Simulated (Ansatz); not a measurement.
Compare A (`OCB(F)O[SiH3]`) with its isomer B (`CBO[SiH](O)F`).

Program: Ansatz. Geometries: PBE0-D4/def2-TZVP. ΔE: electronic, gas phase. CBS: MP2 limit from def2 TZ/QZ plus the TZ coupled-cluster correction, frozen cores. DFT in def2-TZVPP. Each species was taken in one conformer, which may not be the lowest.

(1) Which isomer does CCSD(T)/CBS put lower? Give the gap. (Best estimate.)

(2) Give E(B) − E(A) in kJ/mol with PBE0-D4, B2PLYP, PBE-D4, CCSD/def2-TZVPP, HF/def2-TZVPP, CCSD(T)/def2-TZVPP, ωB97M-V. (Estimate.)

Largest T1 diagnostic: 0.012.

Answers

(1) The calculation gave: B, by 224.8 kJ/mol.

(2) Ansatz gave: PBE0-D4 -207.9, B2PLYP -221.4, PBE-D4 -201.8, CCSD/def2-TZVPP -218.9, HF/def2-TZVPP -222.1, CCSD(T)/def2-TZVPP -217.6, ωB97M-V -215.7. None reverses the order clearly.

From PBE to PBE0 (25 % exact exchange), in def2-TZVPP and without D4, E(B) − E(A) moves by −5.8 kJ/mol.
